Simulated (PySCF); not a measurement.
C4H9O2, doublet, geometry from GFN2-xTB. Base run: DF-M062X/6-31G (PySCF).

The PySCF input:
```python
from pyscf import gto, scf, dft

mol = gto.Mole()
mol.atom = '''
    C     2.77665086    0.36707987   -0.36741398
    O     1.48404089    0.59626067   -0.00898571
    C     0.79265986   -0.50133145    0.53286416
    C    -0.67553091   -0.12856163    0.70659177
    O    -1.34980012   -0.35924637   -0.50587503
    C    -2.68826857    0.06159436   -0.48012240
    H     3.28799376   -0.49988360    0.01013616
    H     3.30837259    1.25198531   -0.65175762
    H     1.22965214   -0.77247067    1.50583187
    H     0.86002529   -1.36689995   -0.13892640
    H    -0.74368447    0.93182852    0.99097054
    H    -1.12315578   -0.73615109    1.50953134
    H    -3.25728402   -0.46832197    0.29485327
    H    -3.10500220   -0.16913098   -1.45802687
    H    -2.76391114    1.14024317   -0.29524372
'''
mol.basis = '6-31g'
mol.spin = 1
mol.verbose = 5
mol.build()

mf = dft.UKS(mol)
mf.xc = 'm062x'
mf = mf.density_fit(auxbasis='def2-universal-jkfit')
mf.kernel()
mf.analyze()
```

Each row names what was changed in the base input (with any setting that the change needs).

```tsv
change	basis functions	E (Eh)	HOMO (eV)	dipole (D)	core-seconds (rough)
base	72	-307.94170	-6.04	2.18	30
basis = LANL2DZ	72	-308.00627	-6.22	2.49	30
basis = pcseg-0	72	-307.21694	-6.20	2.31	30
basis = 6-31G*	102	-308.03829	-5.94	1.75	40
basis = def2-SV(P)	102	-307.79201	-6.13	1.84	40
basis = 6-31+G*	126	-308.05239	-6.21	2.00	50
basis = cc-pVDZ	129	-308.06756	-6.02	1.71	50
basis = pcseg-1	129	-307.98983	-6.20	1.95	60
basis = pc-1	129	-307.99388	-6.20	1.95	60
basis = def2-SVP	129	-307.81070	-6.12	1.83	50
basis = def2-SVPD	198	-307.83527	-6.30	1.87	90
basis = 6-311+G(2d,p)	216	-308.15062	-6.30	1.92	90
basis = aug-pcseg-1	219	-308.01069	-6.25	1.86	100
```

Totals compare only among sets that treat the same electrons; sets with core potentials leave the core out.

Open shells are given as the SCF converged; they aren't shown to be the lowest states, and a large step between rows can be another state.
